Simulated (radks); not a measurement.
Results of a calculation; reference values are marked as such.
Ionisation of Zn, [Ar] 3d10 4s2, to Zn+, [Ar] 3d10 4s1, under several functionals. Dirac Kohn-Sham, spin-unpolarised, spherical densities, finite nucleus; a radial shooting solver on a logarithmic mesh with Libxc functionals. The NIST Atomic Spectra Database gives 9.394 eV (measured). Rank these functionals by the error of their Delta-SCF ionisation energy: XLYP; LDA (Slater exchange, Perdew-Wang correlation); BLYP; exchange-only PBE; BP86; AM05.

Answer. From best to worst: exchange-only PBE 9.236 eV (-0.158); AM05 9.847 eV (+0.453); BLYP 9.940 eV (+0.546); XLYP 9.968 eV (+0.574); BP86 10.086 eV (+0.692); LDA (Slater exchange, Perdew-Wang correlation) 10.184 eV (+0.790). Spin polarisation and multiplet splitting are left out, so open shells lie too high by an amount that depends on their filling.

Beside tabulated values, note that spin-unpolarised runs miss the spin-polarisation part of the exchange energy of open shells.
